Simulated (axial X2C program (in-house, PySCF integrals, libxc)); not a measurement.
# Which molecule has these constants?

Computed with an axial X2C code built on PySCF integrals, spin-free (one-electron X2C) or two-component (2c: spin–orbit coupling with atomic mean-field Coulomb and Gaunt terms, which also bring small scalar terms), in Dyall basis sets with cores contracted in-house; open shells are unrestricted.

A two-component PBE0 calculation in a Dyall 3-zeta basis gave Re = 1.124 Å, ωe = 2234.5 cm⁻¹, De = 11.05 eV, dipole magnitude 0.12 D, Ω = 0.

Problem. Which molecule is it?
A. BeO
B. BO
C. CO
D. LiO
E. NO

Solution. C. The others have NO 1.140 Å and 2023.8 cm⁻¹ (Ω = 1/2); LiO 1.682 Å and 819.2 cm⁻¹ (Ω = 3/2); BeO 1.318 Å and 1563.6 cm⁻¹ (Ω = 0); BO 1.200 Å and 1932.0 cm⁻¹ (Ω = 1/2).

Each entry is the lowest single determinant of a limited PBE0 search at one distance. De goes to single-determinant-based atoms at the same level (for ions the charge split of lowest energy) and is withheld (n/a) where an atom does not fit its ground term or J level. Main or longest-lived isotopes. One determinant is a doubtful description, or other states lie close, for LiO; these need not be ground states, and all values refer to the states named. Some light 2c atoms are not at their ground J level, so De misses part of their lowering (0.04 eV or less). The functionals have no current term, which raises determinants with orbital currents.
